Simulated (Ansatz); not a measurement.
Isolated molecules relaxed with PBE0-D4/def2-TZVP in Ansatz; ΔE leaves out vibrations. CCSD(T)/CBS adds triple-zeta CCSD(T) − MP2 to the extrapolated MP2 energy (def2 sets, frozen cores). Functionals use def2-TZVPP. HSE06 is defined as in plane-wave codes. Elements past krypton have def2 core potentials. For Ge, Te outer-core shells are correlated without core-valence functions, which leaves a few kJ/mol of doubt a bond. Scalar relativity is left out up to krypton. Each species was taken in one conformer, which may not be the lowest.

Reaction (substitution at a C–Ge bond): `[CH3][GeH2][TeH]` + `[NH2][Ge][OH]` → `C[O][Ge][NH2]` + `[GeH3][TeH]`

```json
{"level": "r2SCANh-D4", "ΔE (kJ/mol)": "81.8", "difference from CCSD(T)/CBS": "-6.3"}
{"level": "ωB97M-V", "ΔE (kJ/mol)": "83.5", "difference from CCSD(T)/CBS": "-4.6"}
{"level": "r2SCAN", "ΔE (kJ/mol)": "80.5", "difference from CCSD(T)/CBS": "-7.6"}
{"level": "HSE06", "ΔE (kJ/mol)": "81.0", "difference from CCSD(T)/CBS": "-7.1"}
{"level": "CAM-B3LYP", "ΔE (kJ/mol)": "75.1", "difference from CCSD(T)/CBS": "-13.0"}
{"level": "CCSD(T)/def2-SVP", "ΔE (kJ/mol)": "60.2", "difference from CCSD(T)/CBS": "-27.9"}
{"level": "CCSD(T)/def2-TZVPP", "ΔE (kJ/mol)": "84.8", "difference from CCSD(T)/CBS": "-3.3"}
{"level": "HF/def2-QZVPP", "ΔE (kJ/mol)": "71.6", "difference from CCSD(T)/CBS": "-16.5"}
{"level": "MP2/def2-QZVPP", "ΔE (kJ/mol)": "94.6", "difference from CCSD(T)/CBS": "6.5"}
{"level": "HF/CBS(def2)", "ΔE (kJ/mol)": "71.4", "difference from CCSD(T)/CBS": "-16.7"}
{"level": "CCSD(T)/CBS", "ΔE (kJ/mol)": "88.1", "difference from CCSD(T)/CBS": "0"}
```

(1) What do rigid-rotor, harmonic-oscillator terms from PBE0-D4/def2-TZVP frequencies (298.15 K, 1 bar) make of the CCSD(T)/CBS value? (An estimate is asked.)

Largest T1 diagnostic among the species: 0.014.

Answers

(1) Computed: ΔZPE = -2.1 kJ/mol, ΔH = +85.7 kJ/mol, ΔS = 0 J/(mol·K), ΔG = +85.8 kJ/mol.

Leaving LDA and LC-ωPBE aside and taking each functional with its dispersion term where it has one, the values, not all of them listed here, spread over 10.5 kJ/mol, from BLYP-D4 to PBE-QIDH. LDA lies −4.0 kJ/mol from PBE without D4. In def2-TZVPP, CCSD(T) changes the Hartree–Fock value by +12.0 kJ/mol (the triples alone add +0.6 kJ/mol) and MP2 by +20.3 kJ/mol. At CCSD(T), def2-SVP lies −27.9 kJ/mol from the extrapolated value and def2-TZVPP −3.3 kJ/mol.
